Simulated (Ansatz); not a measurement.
Consider the ligand exchange at the In–O bond: `C[O][In]([F])[Br]` + H₂S → `[F][In]([SH])[Br]` + CH₃OH.

Calculated with Ansatz (gas phase, PBE0-D4/def2-TZVP geometries, no zero-point term in ΔE). CCSD(T)/CBS is the MP2 limit (def2-TZVPP, def2-QZVPP) plus CCSD(T) − MP2 in def2-TZVPP, frozen cores. This one scheme is used for every species. Functionals use def2-TZVPP. HSE06 is defined as in plane-wave codes. def2 core potentials past Kr. For Br, In outer-core shells are correlated without core-valence functions, which leaves a few kJ/mol of doubt a bond. Scalar relativity is left out up to krypton. One conformer a species, not always the lowest.

Question: Is it downhill or uphill in electronic energy at CCSD(T)/CBS, and by how much? (Best estimate.)

Answer: Computed: Downhill: ΔE = -71.7 kJ/mol.

Question: What do these levels give: B97M-V, revPBE, HSE06, LC-ωPBE, CCSD/def2-SVP, CCSD/def2-TZVPP? (Best estimate.)

Answer: The calculation gave: B97M-V -72.5, revPBE -75.5, HSE06 -83.5, LC-ωPBE -73.4, CCSD/def2-SVP -69.3, CCSD/def2-TZVPP -72.9 kJ/mol.

Largest T1 diagnostic among the species: 0.015.

From PBE to PBE0 (25 % exact exchange), in def2-TZVPP and without D4, ΔE moves by −7.5 kJ/mol. In def2-TZVPP, CCSD(T) changes the Hartree–Fock value by +10.3 kJ/mol (the triples alone add +1.7 kJ/mol) and MP2 by +7.0 kJ/mol.
